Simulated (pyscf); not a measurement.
Hydrogen shift: cyclic C₄H₇ (SMILES [CH2]C1CC1) [doublet] -> cyclic C₄H₇ (SMILES C[C]1CC1) [doublet]

Gas phase, doublet surface, charge 0. Bonds broken: C2–H7. Bonds formed: C1–H7. Structures and frequencies: ωB97X-D3(BJ)/def2-SVP in PySCF.

Transition state (Å):

```xyz
11

C      0.4460     0.3713     0.7633
C     -0.8408     0.0046     0.1596
C     -1.4154    -0.0087    -1.1968
C     -2.1511     0.6510    -0.0294
H      1.3678     0.2144     0.1954
H      0.4596     1.0289     1.6374
H     -0.1994    -0.7540     0.9923
H     -1.8352    -0.9384    -1.5984
H     -0.9656     0.6469    -1.9545
H     -3.0573     0.1574     0.3408
H     -2.1937     1.7481    -0.0056
```

One imaginary mode, 2053i cm⁻¹; descent along it reached the two sides named, in the forms told below.

```
bond   change  reactant side (Å)  saddle  product side
-----  ------  -----------------  ------  ------------
C2–H7  breaks              1.102   1.296         2.150
C1–H7   forms              2.186   1.317         1.105
```

Electronic energies relative to the reactant's lowest minimum found (kcal/mol):

```csv
level,barrier,reaction energy,reverse barrier
ωB97X-D3(BJ)/def2-TZVP,51.5,+6.1,45.3
PBE/def2-TZVP,45.2,+5.1,40.1
r²SCAN/def2-TZVP,49.8,+5.7,44.1
B3LYP-D3(BJ)/def2-TZVP,50.5,+6.0,44.6
PBE0-D3(BJ)/def2-TZVP,49.1,+5.6,43.5
M06-2X/def2-TZVP,51.2,+6.1,45.1
ωB97M-D3(BJ)/def2-TZVP,51.1,+6.7,44.4
HF/def2-TZVP,62.6,+6.1,56.5
```

With ωB97M-D3(BJ)/def2-TZVP energies and thermal terms (ideal gas, 1 atm, RRHO with modes under 100 cm⁻¹ raised to 100, one conformer, R ln 2 for chiral ones without a mode under 150 cm⁻¹), in kcal/mol:

```json
[
 {"T (K)": "298", "ΔH‡": "48.3", "ΔG‡": "48.6", "ΔH": "+7.0", "ΔG": "+7.0"},
 {"T (K)": "600", "ΔH‡": "47.9", "ΔG‡": "49.1", "ΔH": "+6.8", "ΔG": "+7.0"},
 {"T (K)": "900", "ΔH‡": "47.6", "ΔG‡": "49.8", "ΔH": "+6.6", "ΔG": "+7.2"},
 {"T (K)": "1200", "ΔH‡": "47.2", "ΔG‡": "50.6", "ΔH": "+6.5", "ΔG": "+7.5"}
]
```

On the reactant side the descent ends in a point that may be a rotor saddle (no frequency run), 3.1 kcal/mol over the lowest minimum found and 48.3 kcal/mol under the saddle at ωB97X-D3(BJ)/def2-TZVP. On the product side the descent ends in a point that may be a rotor saddle (no frequency run), 1.4 kcal/mol over the lowest minimum found and 44.0 kcal/mol under the saddle at ωB97X-D3(BJ)/def2-TZVP. The same reactants have a lower exit, to •H₂C–CH₂–CH=CH₂ (barrier +10.2 kcal/mol at ωB97M-D3(BJ)/def2-TZVP, against +51.1 kcal/mol here). cyclic C₄H₇ (SMILES [CH2]C1CC1) [doublet] lies 19.6 kcal/mol over its isomer •H₂C–CH=CH–CH₃ (electronic energy, ωB97M-D3(BJ)/def2-TZVP). cyclic C₄H₇ (SMILES C[C]1CC1) [doublet] lies 26.3 kcal/mol over its isomer •H₂C–CH=CH–CH₃ (electronic energy, ωB97M-D3(BJ)/def2-TZVP). One saddle was located; it need not be the lowest between these sides.
